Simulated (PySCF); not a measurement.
Se(tBu)(OMe), SMILES O([Se]C(C)(C)C)C, GFN2-xTB optimised geometry.

```
19

Se    -1.44    -0.75     0.00
C      0.59    -0.75     0.00
C      1.00    -2.22    -0.03
C      1.05    -0.01    -1.24
C      1.09    -0.07     1.26
H      2.08    -2.30    -0.09
H      0.57    -2.72    -0.90
H      0.66    -2.74     0.86
H      0.73    -0.54    -2.14
H      0.63     0.99    -1.26
H      2.14     0.07    -1.26
H      0.78     0.98     1.27
H      0.70    -0.56     2.15
H      2.18    -0.10     1.30
O     -1.72     1.06     0.00
C     -2.18     1.66     1.18
H     -1.54     1.43     2.04
H     -2.15     2.74     0.99
H     -3.20     1.37     1.42
```

Density from B3LYP/def2-SVP (PySCF) at that geometry.

Minimum of the electron density along straight lines between bonded atoms, close to the bond critical point (lines longer than 1.1 times the sum of covalent radii, or with two minima, are not listed):

| bond | length / Å | ρ at the minimum / e bohr⁻³ | ∇²ρ there / e bohr⁻⁵ | position (fraction from the first atom) |
|---|---|---|---|---|
| Se1–C2 | 2.025 | 0.134 | -0.14 | 0.53 |
| C2–C3 | 1.522 | 0.248 | -0.57 | 0.51 |
| C2–C4 | 1.519 | 0.250 | -0.58 | 0.51 |
| C2–C5 | 1.519 | 0.250 | -0.58 | 0.51 |
| C3–H6 | 1.089 | 0.275 | -1.01 | 0.63 |
| C3–H7 | 1.090 | 0.277 | -1.01 | 0.63 |
| C3–H8 | 1.089 | 0.277 | -1.02 | 0.63 |
| C4–H9 | 1.088 | 0.278 | -1.03 | 0.63 |
| C4–H10 | 1.088 | 0.279 | -1.04 | 0.63 |
| C4–H11 | 1.089 | 0.275 | -1.00 | 0.62 |
| C5–H12 | 1.088 | 0.278 | -1.02 | 0.63 |
| C5–H13 | 1.089 | 0.277 | -1.02 | 0.63 |
| C5–H14 | 1.090 | 0.275 | -1.00 | 0.62 |
| Se1–O15 | 1.830 | 0.142 | 0.24 | 0.47 |
| O15–C16 | 1.405 | 0.259 | -0.41 | 0.66 |
| C16–H17 | 1.094 | 0.281 | -1.06 | 0.63 |
| C16–H18 | 1.092 | 0.282 | -1.08 | 0.64 |
| C16–H19 | 1.094 | 0.281 | -1.06 | 0.63 |
